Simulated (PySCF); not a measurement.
# CH9ClSi3: core ionisation energies

Compound: CH9ClSi3.
Numbering: `[SiH3:1][CH:2]([SiH3:3])[SiH2:4][Cl:5]`

Method used: delta-SCF UKS SCAN, pcX-2 on the ionised atom, pcseg-1 elsewhere, spin-free X2C (PySCF 2.14.0). Each binding energy is the total energy of the core-ionised species, with the hole localised on one atom, minus that of the ground state; both are solved self-consistently, so orbital relaxation is included.

Q: What binding energy does each computed site have?

A: 
```json
{"atom(s)": "Si1/Si3", "bonded to": "C and 3 H", "level": "Si 2p3/2", "binding energy (eV)": "106.88", "2p1/2 (eV)": "107.50", "above the level's lowest (eV)": "0.00", "count": "2"}
{"atom(s)": "Si1/Si3", "bonded to": "C and 3 H", "level": "Si 1s", "binding energy (eV)": "1846.66", "2p1/2 (eV)": "–", "above the level's lowest (eV)": "0.00", "count": "2"}
{"atom(s)": "C2", "bonded to": "H and 3 Si", "level": "C 1s", "binding energy (eV)": "289.99", "2p1/2 (eV)": "–", "above the level's lowest (eV)": "0.00", "count": "1"}
{"atom(s)": "Si4", "bonded to": "Cl, C and 2 H", "level": "Si 2p3/2", "binding energy (eV)": "107.70", "2p1/2 (eV)": "108.32", "above the level's lowest (eV)": "+0.82", "count": "1"}
{"atom(s)": "Si4", "bonded to": "Cl, C and 2 H", "level": "Si 1s", "binding energy (eV)": "1847.59", "2p1/2 (eV)": "–", "above the level's lowest (eV)": "+0.93", "count": "1"}
{"atom(s)": "Cl5", "bonded to": "Si", "level": "Cl 2p3/2", "binding energy (eV)": "205.82", "2p1/2 (eV)": "207.47", "above the level's lowest (eV)": "0.00", "count": "1"}
{"atom(s)": "Cl5", "bonded to": "Si", "level": "Cl 1s", "binding energy (eV)": "2828.40", "2p1/2 (eV)": "–", "above the level's lowest (eV)": "0.00", "count": "1"}
```

The listed Si 1s values span 0.93 eV, from Si1/Si3 (bonded to C and 3 H) to Si4 (bonded to Cl, C and 2 H). Summing the Pauling electronegativity differences to the bonded atoms, each weighted by its formal bond order, gives +1.55 for the lowest site and +2.51 for the highest.

The listed Si 2p3/2 values span 0.82 eV, from Si1/Si3 (bonded to C and 3 H) to Si4 (bonded to Cl, C and 2 H). Summing the Pauling electronegativity differences to the bonded atoms, each weighted by its formal bond order, gives +1.55 for the lowest site and +2.51 for the highest.

Q: Which photon energy gives electrons from Si 2p3/2 of Si4 a kinetic energy of 100 eV, and what is their de Broglie wavelength?

A: hν = 107.70 + 100 = 207.70 eV, recoil neglected; λ = 12.264 Å/√(E/eV) = 1.23 Å.

One atom of each set of topologically equivalent atoms was ionised and stands for the set; in this conformer not all members are related by symmetry, and their own values weren't computed. The 2p values aren't plain energy differences: one relaxed spin-free 2p hole is combined with a matrix within the shell (ground-state 2p orbital-energy differences and spin–orbit coupling). 2p3/2, the mean of its two sublevels, lies a third of the splitting below the shell's mean and 2p1/2 two thirds above it; the statistical areas are 2:1. 2p1/2 minus 2p3/2 (ligand field included): Si 0.62 eV, Cl 1.65 eV. The structure is a single PBE0-D3(BJ)/def2-SVP conformer in the gas phase; no vibrational or solvent corrections.

The values belong to the conformer `[SiH3:1][CH:2]([SiH3:3])[SiH2:4][Cl:5]`: Si1–C2–Si4–Cl5 38°.
